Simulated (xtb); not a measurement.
digermane (H$_{6}$Ge$_{2}$), singlet, from a rough starting geometry; GFN2-xTB (xtb 6.7.1).

Here is a job for xtb.
```
$ xtb mol.xyz --gfn 2 --opt vtight --json

# file mol.xyz
8

Ge    -1.14835147     0.13794547    -0.01323548
Ge     1.16762361    -0.10589138     0.00689865
H     -1.87982340    -0.71379305    -1.07521934
H     -1.64043190     1.54155308    -0.28794841
H     -1.83381464    -0.29889547     1.22444604
H      1.64636936    -1.43607766     0.52472904
H      1.88976233     0.86676742     0.90104323
H      1.79597640     0.02531292    -1.36311063
```

Write the output that xtb gives for this input, abridged.


```
   ID    Z sym.   atoms
    1   32 Ge     1, 2
    2    1 H      3-8

           -------------------------------------------------
          |                Calculation Setup                |
           -------------------------------------------------

           -------------------------------------------------
          |                 G F N 2 - x T B                 |
           -------------------------------------------------

          ...................................................
          :                      SETUP                      :
          :.................................................:
          :  # basis functions                  26          :
          :  # atomic orbitals                  24          :
          :  # shells                           12          :
          :  # electrons                        14          :
          :  max. iterations                   250          :
          :  Hamiltonian                  GFN2-xTB          :
          :  restarted?                      false          :
          :  GBSA solvation                  false          :
          :  PC potential                    false          :
          :  electronic temp.          300.0000000     K    :
          :  accuracy                    1.0000000          :
          :  -> integral cutoff          0.2500000E+02      :
          :  -> integral neglect         0.1000000E-07      :
          :  -> SCF convergence          0.1000000E-05 Eh   :
          :  -> wf. convergence          0.1000000E-03 e    :
          :  Broyden damping             0.4000000          :
          :  net charge                          0          :
          :  unpaired electrons                  0          :
          ...................................................

 iter      E             dE          RMSdq      gap      omega  full diag
   1     -6.9319194 -0.693192E+01  0.444E+00    6.57       0.0  T
   2     -6.9383857 -0.646628E-02  0.261E+00    6.37       1.0  T
   3     -6.9348632  0.352251E-02  0.122E+00    6.43       1.0  T
   4     -6.9402249 -0.536176E-02  0.539E-01    6.34       1.0  T
   5     -6.9405694 -0.344453E-03  0.226E-01    6.33       1.0  T
   6     -6.9405932 -0.238505E-04  0.394E-02    6.31       1.0  T
   7     -6.9405947 -0.145283E-05  0.111E-02    6.32       3.2  T
   8     -6.9405948 -0.100190E-06  0.416E-03    6.32       8.5  T
   9     -6.9405948 -0.109185E-07  0.171E-04    6.32     206.8  T
  10     -6.9405948  0.448770E-10  0.284E-04    6.32     124.4  T

   *** convergence criteria satisfied after 10 iterations ***

         :::::::::::::::::::::::::::::::::::::::::::::::::::::
         ::                     SUMMARY                     ::
         :::::::::::::::::::::::::::::::::::::::::::::::::::::
         :: total energy              -6.899919573820 Eh    ::
         :: gradient norm              0.027940834030 Eh/a0 ::
         :: HOMO-LUMO gap              6.315250935919 eV    ::
         ::.................................................::
         :: SCC energy                -6.940592737796 Eh    ::
         :: -> isotropic ES           -0.003511592124 Eh    ::
         :: -> anisotropic ES          0.001098399638 Eh    ::
         :: -> anisotropic XC          0.002721356824 Eh    ::
         :: -> dispersion             -0.003654916083 Eh    ::
         :: repulsion energy           0.040673163976 Eh    ::
         :: add. restraining           0.000000000000 Eh    ::
         :: total charge               0.000000000000 e     ::
         :::::::::::::::::::::::::::::::::::::::::::::::::::::

      -----------------------------------------------------------
     |                   =====================                   |
     |                        A N C O P T                        |
     |                   =====================                   |
     |               Approximate Normal Coordinate               |
[...]
 * total energy  :    -6.8999196 Eh     change       -0.6969181E-10 Eh
 * total energy  :    -6.9007416 Eh     change       -0.8220708E-03 Eh
 * total energy  :    -6.9014321 Eh     change       -0.6904065E-03 Eh
 * total energy  :    -6.9014180 Eh     change        0.1405738E-04 Eh
 * total energy  :    -6.9014556 Eh     change       -0.3757235E-04 Eh
 * total energy  :    -6.9014588 Eh     change       -0.3225003E-05 Eh
 * total energy  :    -6.9014603 Eh     change       -0.1534069E-05 Eh
 * total energy  :    -6.9014603 Eh     change        0.5705112E-07 Eh
 * total energy  :    -6.9014606 Eh     change       -0.3595368E-06 Eh
 * total energy  :    -6.9014607 Eh     change       -0.9523492E-07 Eh
   *** GEOMETRY OPTIMIZATION CONVERGED AFTER 10 ITERATIONS ***
         :: total energy              -6.901460722982 Eh    ::
[...]
         3        2.0000           -0.4489144             -12.2156
         4        2.0000           -0.4488954             -12.2151
         5        2.0000           -0.4385081             -11.9324
         6        2.0000           -0.4384890             -11.9319
         7        2.0000           -0.4100812             -11.1589 (HOMO)
         8                         -0.1718559              -4.6764 (LUMO)
         9                         -0.1718112              -4.6752
        10                         -0.1262399              -3.4352
        11                         -0.0905399              -2.4637
        12                         -0.0904991              -2.4626
        13                         -0.0608204              -1.6550
        14                          0.0229006               0.6232
        15                          0.0229135               0.6235
        16                          0.0821230               2.2347
        17                          0.2276462               6.1946
        18                          0.2276483               6.1946
       ...                                ...                  ...
        24                          1.5148686              41.2217
      -------------------------------------------------------------
                  HL-Gap            0.2382253 Eh            6.4824 eV
             Fermi-level           -0.2909686 Eh           -7.9177 eV

     #   Z          covCN         q      C6AA      α(0)
     1  32 Ge       3.773     0.084   170.070    23.407
     2  32 Ge       3.773     0.083   170.071    23.407
     3   1 H        0.938    -0.028     3.586     2.961
     4   1 H        0.938    -0.028     3.586     2.961
     5   1 H        0.938    -0.028     3.584     2.960
     6   1 H        0.938    -0.028     3.586     2.961
     7   1 H        0.938    -0.028     3.586     2.961
     8   1 H        0.938    -0.028     3.587     2.961

 Mol. C6AA /au·bohr⁶  :       1397.142215
 Mol. C8AA /au·bohr⁸  :      83828.434149
 Mol. α(0) /au        :         64.578288

Wiberg/Mayer (AO) data.
largest (>0.10) Wiberg bond orders for each atom

 ---------------------------------------------------------------------------
     #   Z sym  total        # sym  WBO       # sym  WBO       # sym  WBO
 ---------------------------------------------------------------------------
     1  32 Ge   3.485 --     4 H    0.858     3 H    0.858     5 H    0.858
                             2 Ge   0.726
     2  32 Ge   3.485 --     8 H    0.858     7 H    0.858     6 H    0.858
                             1 Ge   0.726
     3   1 H    0.999 --     1 Ge   0.858
     4   1 H    0.999 --     1 Ge   0.858
     5   1 H    0.999 --     1 Ge   0.858
     6   1 H    0.999 --     2 Ge   0.858
     7   1 H    0.999 --     2 Ge   0.858
     8   1 H    0.999 --     2 Ge   0.858
 ---------------------------------------------------------------------------

Topologies differ in total number of bonds
Writing topology from bond orders to xtbtopo.mol

molecular dipole:
                 x           y           z       tot (Debye)
 q only:       -0.001      -0.000       0.000
   full:       -0.001      -0.000       0.001       0.003
molecular quadrupole (traceless):
                xx          xy          yy          xz          yz          zz
 q only:       -0.467       0.072       0.230      -0.010       0.001       0.237
  q+dip:       -3.303       0.510       1.625      -0.069       0.006       1.678
   full:       -2.556       0.395       1.258      -0.054       0.005       1.298

optimized geometry written to: xtbopt.xyz

           -------------------------------------------------
          | TOTAL ENERGY               -6.901460722982 Eh   |
          | GRADIENT NORM               0.000067764459 Eh/α |
          | HOMO-LUMO GAP               6.482441329327 eV   |
           -------------------------------------------------

normal termination of xtb
```
